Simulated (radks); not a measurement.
Results of a calculation; reference values are marked as such.
Problem. The iridium ion Ir2+, 75 electrons, occupied as [Xe] 4f14 5d7 (the NIST ground configuration). Level of theory: Dirac Kohn-Sham, PBEsol, spin-unpolarised, spherical densities, finite nucleus; open shells are shared between the two j in proportion to 2j + 1; Fermi nuclear charge, rms radius 5.4032 fm (a radial shooting solver on a logarithmic mesh with Libxc functionals).

Spin-orbit splittings of the eigenvalues, e(l+1/2) - e(l-1/2), with zeta = 2 splitting/(2l+1) and mean radii in bohr:

shell  occ.  splitting (eV)  zeta (eV)  <r> j=l-1/2  <r> j=l+1/2
2p        6            1627       1084      0.06018      0.06849
3p        6           356.1      237.4       0.1801       0.1954
3d       10           76.99      30.79       0.1705       0.1752
4p        6               ?          ?       0.4267       0.4605
4d       10           15.65      6.262       0.4720       0.4833
4f       14           3.121     0.8916       0.5315       0.5392
5p        6           13.62      9.080        1.065        1.163
5d        7           1.323     0.5291        1.591        1.646

Estimate the 4p splitting.

Solution. 84.32 eV (zeta = 56.21 eV).
